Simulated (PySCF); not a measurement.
Members of one series of related molecules.

All values: B3LYP/def2-SVPD (PySCF) at PBE0-D3(BJ)/def2-SVP geometries, gas phase, one conformer each. Core orbitals are frozen in the response; Δα² is half the sum of the squared differences of the principal polarisabilities. The calculation is non-relativistic, for selenium too.

(1) Rank by polarisability anisotropy Δα, lowest first.
A. `[CH:1]#[C:2][P:3]1(=[Se:4])[CH2:5][CH2:6][O:7][CH2:8][CH2:9]1` with C2–P3–C5–C6 160°, P3–C5–C6–O7 -61°, C5–C6–O7–C8 69°, C6–O7–C8–C9 -69°
B. `[CH:1]#[C:2][P:3]1(=[O:4])[CH2:5][CH2:6][O:7][CH2:8][CH2:9]1` with C2–P3–C5–C6 -64°, P3–C5–C6–O7 -56°, C5–C6–O7–C8 69°, C6–O7–C8–C9 -69°
C. `[CH:1]#[C:2][P:3]1(=[S:4])[CH2:5][CH2:6][O:7][CH2:8][CH2:9]1` with C2–P3–C5–C6 63°, P3–C5–C6–O7 57°, C5–C6–O7–C8 -69°, C6–O7–C8–C9 69°

(2) Rank by HOMO energy, lowest first.
A. `C#CP1(=[Se])CCOCC1`
B. `C#C[P+]1([AlH3-])CCOCC1`
C. `C#CP1(=O)CCOCC1`
D. `C#CP1(=S)CCOCC1`

(3) Rank by dipole moment, lowest first.
A. `[CH:1]#[C:2][P:3]1(=[Se:4])[CH2:5][CH2:6][O:7][CH2:8][CH2:9]1` with C2–P3–C5–C6 160°, P3–C5–C6–O7 -61°, C5–C6–O7–C8 69°, C6–O7–C8–C9 -69°
B. `[CH:1]#[C:2][P+:3]1([AlH3-:4])[CH2:5][CH2:6][O:7][CH2:8][CH2:9]1` with C2–P3–C5–C6 -159°, P3–C5–C6–O7 61°, C5–C6–O7–C8 -70°, C6–O7–C8–C9 70°
C. `[CH:1]#[C:2][P:3]1(=[O:4])[CH2:5][CH2:6][O:7][CH2:8][CH2:9]1` with C2–P3–C5–C6 -64°, P3–C5–C6–O7 -56°, C5–C6–O7–C8 69°, C6–O7–C8–C9 -69°

## Answers

(1) B (2.53 Å³), C (4.05 Å³), A (4.76 Å³).

(2) C (-7.55 eV), B (-7.33 eV), D (-6.39 eV), A (-5.97 eV).

(3) A (3.73 D), C (4.19 D), B (4.46 D).

All values together:

| SMILES | formula | μ (D) | HOMO (eV) | LUMO (eV) | α (Å³) | Δα (Å³) | electrons | α per electron (Å³) | ΔSCF removal energy (eV) |
| --- | --- | --- | --- | --- | --- | --- | --- | --- | --- |
| C#CP1(=O)CCOCC1 | C6H9O2P | 4.19 | -7.55 | -0.77 | 14.24 | 2.53 | 76 | 0.187 | 9.61 |
| C#CP1(=S)CCOCC1 | C6H9OPS | 4.27 | -6.39 | -0.82 | 17.58 | 4.05 | 84 | 0.209 | 8.52 |
| C#CP1(=[Se])CCOCC1 | C6H9OPSe | 3.73 | -5.97 | -0.94 | 18.99 | 4.76 | 102 | 0.186 | 8.10 |
| C#C[P+]1([AlH3-])CCOCC1 | C6H12AlOP | 4.46 | -7.33 | -1.16 | 19.71 | 4.88 | 84 | 0.235 | 9.21 |

Conformers: `[CH:1]#[C:2][P:3]1(=[O:4])[CH2:5][CH2:6][O:7][CH2:8][CH2:9]1` with C2–P3–C5–C6 -64°, P3–C5–C6–O7 -56°, C5–C6–O7–C8 69°, C6–O7–C8–C9 -69°; `[CH:1]#[C:2][P:3]1(=[S:4])[CH2:5][CH2:6][O:7][CH2:8][CH2:9]1` with C2–P3–C5–C6 63°, P3–C5–C6–O7 57°, C5–C6–O7–C8 -69°, C6–O7–C8–C9 69°; `[CH:1]#[C:2][P:3]1(=[Se:4])[CH2:5][CH2:6][O:7][CH2:8][CH2:9]1` with C2–P3–C5–C6 160°, P3–C5–C6–O7 -61°, C5–C6–O7–C8 69°, C6–O7–C8–C9 -69°; `[CH:1]#[C:2][P+:3]1([AlH3-:4])[CH2:5][CH2:6][O:7][CH2:8][CH2:9]1` with C2–P3–C5–C6 -159°, P3–C5–C6–O7 61°, C5–C6–O7–C8 -70°, C6–O7–C8–C9 70°.
